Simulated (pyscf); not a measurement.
PySCF, gas phase, ωB97X-D3(BJ)/def2-SVP geometries.

What is the homolytic dissociation enthalpy (298 K, ωB97M-D3(BJ)/def2-TZVP) of the C–C bond of F–CH(Cl)–C(F)(F)–F (SMILES FC(Cl)C(F)(F)F), to F–CH•–Cl + F–C•(F)–F?

C–C to F–CH•–Cl + F–C•(F)–F: 91.9 kcal/mol. The 7 functionals that were run give +83.3 (r²SCAN) to +92.2 kcal/mol (M06-2X).
